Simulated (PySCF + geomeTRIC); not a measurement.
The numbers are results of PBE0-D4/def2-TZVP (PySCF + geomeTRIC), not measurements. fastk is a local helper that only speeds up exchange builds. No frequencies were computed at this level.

```python
import json, numpy as np
from pyscf import gto, dft
from fastk import lowrank_exchange
atoms = """
C     -1.483347     0.258118     0.376764
C     -0.415251     0.103298    -0.701971
Si     1.213586    -0.633127    -0.041085
O      1.827348     0.255598     1.176521
H     -1.126466     0.893259     1.185293
H     -2.390437     0.703756    -0.030439
H     -1.741022    -0.710266     0.799636
H     -0.229557     1.079945    -1.157039
H     -0.807613    -0.529422    -1.498704
H      1.011213    -1.912957     0.623001
H      2.168525    -0.702564    -1.152703
H      1.973025     1.194363     1.096386
"""
def scf(charge, spin, dm0=None):
    mol = gto.M(atom=atoms, basis='def2-tzvp', ecp={}, charge=charge, spin=spin, verbose=3, max_memory=3780)
    mf = dft.KS(mol, xc='pbe0').density_fit(auxbasis="def2-universal-jkfit")
    mf.disp = 'd4'
    mf.grids.level = 3
    mf.conv_tol = 1e-8
    mf.max_cycle = 60
    mf.kernel(dm0)
    if not mf.converged:
        mf = mf.newton().run(mf.mo_coeff, mf.mo_occ).undo_soscf()
    return mf
mf = scf(0, 0)
from pyscf.geomopt.geometric_solver import kernel as optimize
path = []
done, mol = optimize(mf, maxsteps=80, assert_convergence=False, callback=lambda env: path.append((env["energy"], bool(env["g_scanner"].converged))))
res = dict(converged=bool(done and path[-1][1]), energy=path[-1][0], path=[e for e, c in path], xyz=mol.atom_coords(unit="Angstrom").tolist(), nao=mol.nao)
json.dump(res, open("result.json", "w"))
```

Output:

```
converged SCF energy = -445.562081953336
Geometry optimization cycle 1
converged SCF energy = -445.562081952979
cycle 1: E = -445.562081953  dE = -445.562  norm(grad) = 0.0349567
Geometry optimization cycle 2
converged SCF energy = -445.564316421013
cycle 2: E = -445.564316421  dE = -0.00223447  norm(grad) = 0.00914157
Geometry optimization cycle 3
converged SCF energy = -445.564548027685
cycle 3: E = -445.564548028  dE = -0.000231607  norm(grad) = 0.00350524
Geometry optimization cycle 4
converged SCF energy = -445.564620490847
cycle 4: E = -445.564620491  dE = -7.24632e-05  norm(grad) = 0.00173387
Geometry optimization cycle 5
converged SCF energy = -445.564640706204
cycle 5: E = -445.564640706  dE = -2.02154e-05  norm(grad) = 0.00133359
Geometry optimization cycle 6
converged SCF energy = -445.564670334168
cycle 6: E = -445.564670334  dE = -2.9628e-05  norm(grad) = 0.00159387
Geometry optimization cycle 7
converged SCF energy = -445.564694621373
cycle 7: E = -445.564694621  dE = -2.42872e-05  norm(grad) = 0.00199712
Geometry optimization cycle 8
converged SCF energy = -445.56472048121
cycle 8: E = -445.564720481  dE = -2.58598e-05  norm(grad) = 0.00176805
Geometry optimization cycle 9
converged SCF energy = -445.564733629897
cycle 9: E = -445.56473363  dE = -1.31487e-05  norm(grad) = 0.00086951
Geometry optimization cycle 10
converged SCF energy = -445.564737679379
cycle 10: E = -445.564737679  dE = -4.04948e-06  norm(grad) = 0.000264248
Geometry optimization cycle 11
converged SCF energy = -445.564738357671
cycle 11: E = -445.564738358  dE = -6.78292e-07  norm(grad) = 0.00022808
Geometry optimization cycle 12
converged SCF energy = -445.564738581887
cycle 12: E = -445.564738582  dE = -2.24216e-07  norm(grad) = 0.000206245
Geometry optimization cycle 13
converged SCF energy = -445.564738617862
cycle 13: E = -445.564738618  dE = -3.59745e-08  norm(grad) = 0.00016123
Geometry optimization cycle 14
converged SCF energy = -445.564738718875
cycle 14: E = -445.564738719  dE = -1.01013e-07  norm(grad) = 0.000138851
<class 'geometric.internal.Distance'> : 11
<class 'geometric.internal.Angle'> : 19
<class 'geometric.internal.Dihedral'> : 21
<class 'geometric.internal.TranslationX'> : 1
<class 'geometric.internal.TranslationY'> : 1
<class 'geometric.internal.TranslationZ'> : 1
<class 'geometric.internal.RotationA'> : 1
<class 'geometric.internal.RotationB'> : 1
<class 'geometric.internal.RotationC'> : 1
Step    0 : Gradient = 1.009e-02/2.315e-02 (rms/max) Energy = -445.5620819530
Step    1 : Displace = 3.439e-02/7.119e-02 (rms/max) Trust = 1.000e-01 (=) Grad = 2.639e-03/4.835e-03 (rms/max) E (change) = -445.5643164210 (-2.234e-03) Quality = 1.104
Step    2 : Displace = 1.226e-02/2.603e-02 (rms/max) Trust = 1.414e-01 (+) Grad = 1.012e-03/2.202e-03 (rms/max) E (change) = -445.5645480277 (-2.316e-04) Quality = 1.344
Step    3 : Displace = 1.221e-02/2.968e-02 (rms/max) Trust = 2.000e-01 (+) Grad = 5.005e-04/1.031e-03 (rms/max) E (change) = -445.5646204908 (-7.246e-05) Quality = 1.180
Step    4 : Displace = 6.671e-03/1.840e-02 (rms/max) Trust = 2.828e-01 (+) Grad = 3.850e-04/7.223e-04 (rms/max) E (change) = -445.5646407062 (-2.022e-05) Quality = 1.515
Step    5 : Displace = 1.413e-02/4.106e-02 (rms/max) Trust = 3.000e-01 (+) Grad = 4.601e-04/1.066e-03 (rms/max) E (change) = -445.5646703342 (-2.963e-05) Quality = 1.328
Step    6 : Displace = 1.473e-02/4.442e-02 (rms/max) Trust = 3.000e-01 (=) Grad = 5.765e-04/1.236e-03 (rms/max) E (change) = -445.5646946214 (-2.429e-05) Quality = 1.412
Step    7 : Displace = 1.922e-02/5.881e-02 (rms/max) Trust = 3.000e-01 (=) Grad = 5.104e-04/9.777e-04 (rms/max) E (change) = -445.5647204812 (-2.586e-05) Quality = 1.233
Step    8 : Displace = 1.088e-02/3.241e-02 (rms/max) Trust = 3.000e-01 (=) Grad = 2.510e-04/5.180e-04 (rms/max) E (change) = -445.5647336299 (-1.315e-05) Quality = 1.169
Step    9 : Displace = 3.852e-03/7.384e-03 (rms/max) Trust = 3.000e-01 (=) Grad = 7.628e-05/1.247e-04 (rms/max) E (change) = -445.5647376794 (-4.049e-06) Quality = 1.036
Step   10 : Displace = 1.777e-03/3.194e-03 (rms/max) Trust = 3.000e-01 (=) Grad = 6.584e-05/1.481e-04 (rms/max) E (change) = -445.5647383577 (-6.783e-07) Quality = 0.884
Step   11 : Displace = 1.603e-03/2.631e-03 (rms/max) Trust = 3.000e-01 (=) Grad = 5.954e-05/1.176e-04 (rms/max) E (change) = -445.5647385819 (-2.242e-07) Quality = 0.562
Step   12 : Displace = 1.904e-03/2.779e-03 (rms/max) Trust = 3.000e-01 (=) Grad = 4.654e-05/7.904e-05 (rms/max) E (change) = -445.5647386179 (-3.597e-08) Quality = 0.088
Step   13 : Displace = 8.745e-04/1.326e-03 (rms/max) Trust = 9.518e-04 (-) Grad = 4.008e-05/6.969e-05 (rms/max) E (change) = -445.5647387189 (-1.010e-07) Quality = 0.287
Converged! =D
```

Cost: about 6 core-minutes (a rough figure).
